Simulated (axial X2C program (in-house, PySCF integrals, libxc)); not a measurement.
**Curves of ONdO⁻ from open-shell CI on f(δφ)3 f(π)0**

Computed with an in-house all-electron X2C program for linear molecules (integrals from PySCF): two-component X2C with atomic mean-field Coulomb and Gaunt terms, basis O dyall-v2z, Nd dyall-v2z (cores contracted in-house). Orbitals come from Hartree–Fock averaged over the configuration Nd f(δφ)3 f(π)0; CI then distributes these electrons over the f(δφ), f(π) shells of Nd.

Scan along the symmetric stretch (R is each bond); masses O 15.995 u, Nd 141.908 u, O 15.995 u. Energies in cm⁻¹ from the lowest point; levels are followed by energy order within each Ω. Lowest level at 2.025 Å: 100% f(δφ)3.

```
R (Å)  (1)Ω=15/2  (1)Ω=5/2  (1)Ω=7/2  (1)Ω=3/2  (1)Ω=9/2  (2)Ω=3/2  (2)Ω=5/2
1.883       7267      8277      9175     11638     13365     16056     16017
1.954       2160      4682      5719      7936      9961     11978     12106
2.025          0      3711      4877      6800      9108     10593     10867
2.106        490      5215      6520      8078     10677     11746     12179
2.187       3381      7374      8437      9898     12430     14323     14592
2.278       8712     13320     14401     15801     18399     19940     20301
2.389      17205     22520     23640     24940     27641     28757     29249
```

Task: Fit the curves (1)Ω=15/2 near their minima.

Result: From the open-shell CI curves, Te from the lowest:

| level | Te (cm⁻¹) | Re (Å) | ωe (cm⁻¹) |
| --- | --- | --- | --- |
| (1)Ω=15/2 | 0 | 2.051 | 684.5 |

Without dynamic correlation distances can be off by several hundredths of an Å (long for ionic bonds, short for multiple bonds) and the wavenumbers are rough.

The 7 lowest curves are shown; the next is (1)Ω=13/2, from 12263 cm⁻¹.

Dynamic correlation is missing, so gaps between terms are too wide and other configurations may lie lower; the lowest level listed is that of this model, not necessarily the ground state. At most 6 roots were kept for each Ω > 0 (twice that for Ω = 0) within 3.5 eV of the lowest, so higher up levels can be missing between those listed; levels with Ω > 0 are doubly degenerate and listed once, Ω = 0 levels singly. States that fill the shells left empty in the average are placed too high. For an anion, levels above electron detachment are held by the basis set. The molecule was held linear; bending was not examined.
